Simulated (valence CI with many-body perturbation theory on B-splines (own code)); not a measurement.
# Which ion has this spectrum?

A relativistic CI+MBPT calculation for an atom or ion with 13 electrons gives these levels (× 10³ cm⁻¹):

| J | Parity | E | g |
| --- | --- | --- | --- |
| 1/2 | odd | 0.00 | 0.65 |
| 1/2 | even | 1123.6 | 2.16 |
| 3/2 | odd | 1705.3 | 1.32 |
| 3/2 | even | 2625.7 | 1.64 |
| 5/2 | even | 2749.1 | 1.35 |
| 3/2 | even | 2903.3 | 0.96 |
| 1/2 | even | 2973.0 | 1.24 |
| 3/2 | even | 3329.4 | 0.83 |
| 5/2 | even | 3657.5 | 1.21 |
| 3/2 | odd | 4018.6 | 1.17 |
| 3/2 | odd | 4128.6 | 0.61 |
| 5/2 | odd | 4218.6 | 1.03 |
| 1/2 | odd | 4400.9 | 0.38 |
| 5/2 | even | 4428.7 | 1.41 |

The energies are calculated, and their last digits are not significant.

(1) Which is it?
A. Gd51+
B. Tb52+
C. Eu50+
D. Dy53+

Results:

(1) D. Dy53+, ground level (3s^2 3p1/2) J=1/2.
